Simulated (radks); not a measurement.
Values are calculated unless marked as measured or tabulated.
Orbital eigenvalues (eV) of neutral vanadium, [Ar] 3d3 4s2, at several levels of relativity; Dirac values are averaged over j with weights 2j + 1. Spin-unpolarised spherical Kohn-Sham, PBE, point nucleus unless stated (finite: rms radius 3.6002 fm), a radial shooting solver on a logarithmic mesh with Libxc functionals. A level marked "c x" has the speed of light scaled by that factor and shares open shells by 2j + 1; other Dirac levels either fill j = l - 1/2 first or share by 2j + 1.

1s: non-rel. -5325.6; Dirac, 2j+1 shares -5363.7; Dirac, 2j+1 shares, finite nucleus -5363.7; Dirac, c x 3 -5329.8; change of magnitude, last against first (%) +0.08
2s: non-rel. -595.14; Dirac, 2j+1 shares -602.50; Dirac, 2j+1 shares, finite nucleus -602.50; Dirac, c x 3 -595.95; change of magnitude, last against first (%) +0.14
2p: non-rel. -501.98; Dirac, 2j+1 shares -503.03; Dirac, 2j+1 shares, finite nucleus -503.03; Dirac, c x 3 -502.10; change of magnitude, last against first (%) +0.02
3s: non-rel. -69.159; Dirac, 2j+1 shares -70.223; Dirac, 2j+1 shares, finite nucleus -70.222; Dirac, c x 3 -69.276; change of magnitude, last against first (%) +0.17
3p: non-rel. -43.900; Dirac, 2j+1 shares -44.034; Dirac, 2j+1 shares, finite nucleus -44.034; Dirac, c x 3 -43.915; change of magnitude, last against first (%) +0.03
3d: non-rel. -5.3462; Dirac, 2j+1 shares -5.1654; Dirac, 2j+1 shares, finite nucleus -5.1654; Dirac, c x 3 -5.3260; change of magnitude, last against first (%) -0.38
4s: non-rel. -4.6474; Dirac, 2j+1 shares -4.7018; Dirac, 2j+1 shares, finite nucleus -4.7018; Dirac, c x 3 -4.6533; change of magnitude, last against first (%) +0.13
